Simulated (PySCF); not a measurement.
Compound: C5H4O2 (charge +1 and doublet state).
Geometry (GFN2-xTB, Å), atoms numbered from 1 in this order:
```
atom  x, y, z in Å
O1    -2.8362   -0.7664    0.2241
C2    -2.0465    0.0534   -0.1028
C3    -0.6017    0.0357   -0.0891
C4     0.2756   -0.7829    0.6310
C5     1.5501   -0.3501    0.2803
C6     1.3698    0.7564   -0.5609
O7     0.0960    0.9955   -0.7530
H8    -2.3795    1.0832   -0.4208
H9     0.0003   -1.6087    1.2593
H10    2.4846   -0.8016    0.5578
H11    2.0928    1.3881   -1.0519
```

The hyperfine couplings belong to this conformer and change with its torsions.

As a line formula: `O=C[C+]1[CH]C=CO1` [radical] (charge +1).

Method used: UKS B3LYP, pcH-1 on C H O, non-relativistic, mean-field spin-orbit, GIAO in PySCF. One conformer (not necessarily the lowest) at the GFN2-xTB geometry, without solvent, vibrations or thermal averaging. The geometry wasn't refined by DFT: couplings that depend on bond lengths, twists or pyramidal angles can differ widely from those at the functional's own minimum, by a factor of two or more for some ions and for spin on atoms past the first row. The frame is twisted about the C2–C3 bond at this geometry (dihedral H8–C2–C3–O7 = -18°); couplings at other torsion angles weren't computed. No stability test was run, so a lower SCF solution isn't excluded. ⟨S²⟩ is 0.774 where a pure state has 0.75.

Task: Where do the isotropic ENDOR lines of C3, C2, C6, C4, C5, H8, H11, H10 and H9 fall at 1216.2 mT, to first order?

Result: For S = 1/2 in fast tumbling each set of equivalent nuclei gives two lines, ν± = |νn ± a/2| to first order, with νn = g_N μN B/h and μN/h = 7.62259 MHz/T.

```tsv
nuclei	isotope	g_N	νn (MHz)	a_iso (MHz)	lower line (MHz)	upper line (MHz)
C3	13C	1.4048	13.02	48.24	11.10	37.14
C2	13C	1.4048	13.02	-39.48	6.71	32.76
C6	13C	1.4048	13.02	32.67	3.31	29.36
C4	13C	1.4048	13.02	-10.94	7.55	18.49
C5	13C	1.4048	13.02	-0.53	12.76	13.29
H8	1H	5.5857	51.78	128.05	12.24	115.81
H11	1H	5.5857	51.78	-29.76	36.90	66.66
H10	1H	5.5857	51.78	-7.39	48.09	55.48
H9	1H	5.5857	51.78	-2.49	50.54	53.03
```

The rows for 13C, of low natural abundance, apply to labelled samples.

Task: Which pairs are centred on the nuclear Larmor frequency, and which on half the coupling?

Result: Centred on νn, since |a| < 2νn: C4, C5, H11, H10 and H9. Centred on |a|/2 and split by 2νn: C3, C2, C6 and H8.

Task: At what field would the lower line of C6 fall to zero frequency?

Result: Where νn = |a|/2, that is B = 16.33 MHz/(1.4048 × 7.62259 MHz/T) = 1530 mT, as far as first order holds there.

The largest Mulliken spin populations are on C3 (+0.41), C6 (+0.37), O1 (+0.27) and C2 (-0.11). Three atoms exceed +0.15. The positive populations add up to 1.19 and the negative ones to -0.19, together 2S = 1.

The SMILES draws the unpaired electron on C4; the largest computed Mulliken spin population is on C3 (0.41 against -0.02).
